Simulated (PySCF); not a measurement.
Ag (silver, neutral) across methods

[Kr] 4d10 5s1, 2S determinant. All numbers are calculated (PySCF 2.14, scalar relativity by spin-free X2C-1e, in x2c-QZVPPall with one added diffuse shell each of s, p, d, f, g type (14s9p8d5f3g, 143 functions)).

| method | E (hartree) | mean ε 4d α (eV) | mean ε 4d β (eV) | mean ε 5s α (eV) | Σ⟨r²⟩ (bohr²) | ⟨S²⟩ |
| --- | --- | --- | --- | --- | --- | --- |
| PBE | -5315.06 | -7.505 | -7.299 | -4.730 | 48.22 | 0.751 |
| PBE0 | -5315.12 | -9.284 | -9.108 | -5.313 | 48.00 | 0.751 |
| r2SCAN | -5315.46 | -7.721 | -7.504 | -4.955 | 47.73 | 0.753 |
| UHF | -5312.87768 | -13.943 | -13.877 | -6.484 | 49.11 | 0.752 |
| LDA | -5309.97 | -7.717 | -7.530 | -4.984 | 47.91 | 0.751 |
